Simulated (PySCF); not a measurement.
## Spinor energies of Eu³⁺ (europium, charge +3)

Start: [Xe] 4f6; 4f5/2 filled at m_j = -5/2, -3/2, -1/2, +1/2, +3/2, +5/2. Calculated with PySCF 2.14 in x2c-TZVPPall-2c: generalised Hartree-Fock with the X2C-1e Hamiltonian and a Gaussian nucleus; one run each with spin-orbit coupling (SO) switched off, then screened by Boettger's factors.

```tsv
spinor shell	electrons	ε, spin-free (eV)	ε, screened SO (eV)	weight of nominal j (screened SO)	rms radius, screened SO (bohr)
1s1/2	2	-48791.7	-48783.0	1.000	0.0254
2s1/2	2	-8157.8	-8155.1	1.000	0.103
2p1/2	2	-7266.1	-7722.2	1.000	0.0881
2p3/2	4	-7266.1	-7069.8	1.000	0.0944
3s1/2	2	-1870.4	-1869.6	1.000	0.266
3p1/2	2	-1587.1	-1682.2	1.000	0.257
3p3/2	4	-1587.1	-1545.6	1.000	0.270
3d3/2	4	-1207.3	-1225.0	0.995	0.243
3d5/2	6	-1207.3	-1194.7	0.996	0.246
4s1/2	2	-419.55	-419.29	1.000	0.601
4p1/2	2	-323.53	-346.36	0.970	0.619
4p3/2	4	-323.53	-313.39	0.985	0.646
4d3/2	4	-186.32	-192.84	0.705	0.701
4d5/2	6	-186.32	-181.75	0.803	0.706
5s1/2	2	-83.467	-83.423	1.000	1.46
5p1/2	2	-56.938	-60.630	0.932	1.61
5p3/2	4	-56.938	-55.292	0.966	1.70
4f5/2	6	-46.403	-46.355	0.565	0.940
```

```
   quantity     spin-free   screened SO
E (hartree)  -10835.33947  -10841.95323
        M_J             0             0
       ⟨J²⟩         6.013         5.432
       ⟨L²⟩        12.007        11.877
       ⟨S²⟩        12.005        11.866
```

The determinant has a definite M_J but mixes levels of different J.

Each row is a mean over spinors that exchange with the open shell spreads, by up to 17.245 eV (4d5/2).

Rows whose weight is well below 1 are mixtures of j = l ± 1/2: exchange outweighs spin-orbit coupling there, and the label is only the starting occupation.

Breit and QED terms are absent; they matter most for the inner s and p1/2 levels.

Densities and radii are taken from the X2C orbitals without a picture-change correction, which distorts them close to the nucleus.

Without spin-orbit coupling the j labels of p, d and f shells carry no meaning; the spin-free column gives the mean over the occupied spinors of each nl shell.
